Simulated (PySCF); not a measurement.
# Radial density of Mn⁺ (manganese, charge +1)

UHF, [Ar] 3d5 4s1, high-spin 7S determinant. All numbers are calculated (PySCF 2.14, the spin-free X2C one-electron Hamiltonian (Gaussian nucleus), in cc-pVDZ-DK (6s5p3d1f, 43 functions)).

```tsv
r (bohr)	4πr²ρ (e/bohr)	4πr²(ρα − ρβ)
0.00108	0.2154	0.0001
0.00182	0.5452	0.0002
0.00306	1.351	0.0006
0.00515	3.228	0.0014
0.00867	7.258	0.0032
0.0146	14.64	0.0062
0.0245	24.46	0.0095
0.0413	30.10	0.0088
0.0694	25.40	0.0047
0.117	24.82	0.0470
0.196	33.26	0.3103
0.330	18.71	1.3847
0.555	12.69	3.6558
0.934	12.84	3.9842
1.57	3.344	1.8976
2.64	0.6882	0.6625
4.45	0.1117	0.1117
7.48	0.001091	0.0011
```

Densities and radii are taken from the X2C orbitals without a picture-change correction, which distorts them close to the nucleus.
